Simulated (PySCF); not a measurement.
Br2.
SMILES: `BrBr`

Method used: PySCF 2.14.0, PBE0-D3(BJ)/def2-SVP geometry optimisation, gas phase.

Masses are those of the commonest isotopes; rigid-rotor values at the optimised geometry. 

What are the moment of inertia and the rotational constant?

I = 208.471 u·Å², B = 505379 MHz·u·Å²/I = 2424 MHz (0.0809 cm⁻¹, or 0.116 K as hB/k). For two atoms I = μr² with μ = 39.4592 u and r = 2.2985 Å.

List the first levels of a rigid rotor in a Σ state.

E(J) = BJ(J+1): J = 1: 0.162, J = 2: 0.485, J = 3: 0.970, J = 4: 1.617, J = 5: 2.426, J = 6: 3.396 cm⁻¹.

Has it a pure rotational spectrum?

Not by electric dipole: D∞h allows no dipole (computed 0.00 D). Rotational Raman lines (ΔJ = 2) lie at B(4J + 6), spaced by 4B = 0.323 cm⁻¹, with nuclear-spin weights that differ between even and odd J.

Estimate the classical rotational partition function at 50 K, 100 K and 500 K.

Point group D∞h, symmetry number σ = 2; q = kT/(σhB), k/h = 20836.6 MHz/K: 215 at 50 K, 430 at 100 K, 2150 at 500 K.

Not checked by PBE0-D3(BJ)/def2-SVP frequencies. These are rigid-rotor constants of the computed structure; measured ground-state constants (B0) also hold zero-point vibration.

Hardware: one thread, Arm Neoverse V1 (aarch64), no GPU, on a shared host. Cost: 7.0 s wall, 0.29 GiB resident at most. This is the geometry optimisation.
